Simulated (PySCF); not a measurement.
H7NOSi2, SMILES N[SiH2]O[SiH3].

Geometry optimised at PBE-D3(BJ)/def2-SVP. Other conformers were not sampled.

The numbers are results of PBE-D3(BJ)/def2-SVP run with PySCF, not measurements.

Frequencies are harmonic and unscaled.

```json
[
 {"mode": "1", "ν (cm⁻¹)": "8", "IR (km/mol)": "0.0", "moving atoms (share of kinetic energy)": "O 41 %, H 39 %, Si 15 %"},
 {"mode": "2", "ν (cm⁻¹)": "69", "IR (km/mol)": "0.3", "moving atoms (share of kinetic energy)": "N 35 %, Si 32 %, H 17 %, O 16 %"},
 {"mode": "3", "ν (cm⁻¹)": "81", "IR (km/mol)": "0.2", "moving atoms (share of kinetic energy)": "H 87 %, O 11 %"},
 {"mode": "4", "ν (cm⁻¹)": "261", "IR (km/mol)": "14.6", "moving atoms (share of kinetic energy)": "H 98 %"},
 {"mode": "5", "ν (cm⁻¹)": "303", "IR (km/mol)": "112.4", "moving atoms (share of kinetic energy)": "H 65 %, Si 19 %, O 15 %"},
 {"mode": "6", "ν (cm⁻¹)": "335", "IR (km/mol)": "146.5", "moving atoms (share of kinetic energy)": "N 40 %, H 30 %, O 16 %, Si 14 %"},
 {"mode": "7", "ν (cm⁻¹)": "536", "IR (km/mol)": "24.9", "moving atoms (share of kinetic energy)": "H 87 %, Si 10 %"},
 {"mode": "8", "ν (cm⁻¹)": "602", "IR (km/mol)": "5.4", "moving atoms (share of kinetic energy)": "Si 56 %, O 23 %, H 20 %"},
 {"mode": "9", "ν (cm⁻¹)": "696", "IR (km/mol)": "34.1", "moving atoms (share of kinetic energy)": "H 85 %, Si 9 %"},
 {"mode": "10", "ν (cm⁻¹)": "715", "IR (km/mol)": "34.7", "moving atoms (share of kinetic energy)": "H 77 %, O 12 %, Si 11 %"},
 {"mode": "11", "ν (cm⁻¹)": "771", "IR (km/mol)": "23.2", "moving atoms (share of kinetic energy)": "H 91 %"},
 {"mode": "12", "ν (cm⁻¹)": "831", "IR (km/mol)": "10.3", "moving atoms (share of kinetic energy)": "N 46 %, H 36 %, Si 17 %"},
 {"mode": "13", "ν (cm⁻¹)": "863", "IR (km/mol)": "56.9", "moving atoms (share of kinetic energy)": "H 76 %, N 17 %"},
 {"mode": "14", "ν (cm⁻¹)": "889", "IR (km/mol)": "493.1", "moving atoms (share of kinetic energy)": "H 72 %, Si 22 %"},
 {"mode": "15", "ν (cm⁻¹)": "909", "IR (km/mol)": "179.8", "moving atoms (share of kinetic energy)": "H 85 %, Si 12 %"},
 {"mode": "16", "ν (cm⁻¹)": "915", "IR (km/mol)": "68.4", "moving atoms (share of kinetic energy)": "H 96 %"},
 {"mode": "17", "ν (cm⁻¹)": "920", "IR (km/mol)": "117.1", "moving atoms (share of kinetic energy)": "H 94 %"},
 {"mode": "18", "ν (cm⁻¹)": "978", "IR (km/mol)": "154.4", "moving atoms (share of kinetic energy)": "H 84 %, Si 15 %"},
 {"mode": "19", "ν (cm⁻¹)": "1022", "IR (km/mol)": "251.4", "moving atoms (share of kinetic energy)": "O 72 %, Si 14 %, H 14 %"},
 {"mode": "20", "ν (cm⁻¹)": "1490", "IR (km/mol)": "37.2", "moving atoms (share of kinetic energy)": "H 89 %, N 11 %"},
 {"mode": "21", "ν (cm⁻¹)": "2145", "IR (km/mol)": "140.0", "moving atoms (share of kinetic energy)": "H 96 %"},
 {"mode": "22", "ν (cm⁻¹)": "2146", "IR (km/mol)": "103.9", "moving atoms (share of kinetic energy)": "H 98 %"},
 {"mode": "23", "ν (cm⁻¹)": "2188", "IR (km/mol)": "131.8", "moving atoms (share of kinetic energy)": "H 97 %"},
 {"mode": "24", "ν (cm⁻¹)": "2194", "IR (km/mol)": "80.9", "moving atoms (share of kinetic energy)": "H 98 %"},
 {"mode": "25", "ν (cm⁻¹)": "2196", "IR (km/mol)": "161.4", "moving atoms (share of kinetic energy)": "H 96 %"},
 {"mode": "26", "ν (cm⁻¹)": "3506", "IR (km/mol)": "25.5", "moving atoms (share of kinetic energy)": "H 96 %"},
 {"mode": "27", "ν (cm⁻¹)": "3604", "IR (km/mol)": "31.1", "moving atoms (share of kinetic energy)": "H 91 %, N 9 %"}
]
```
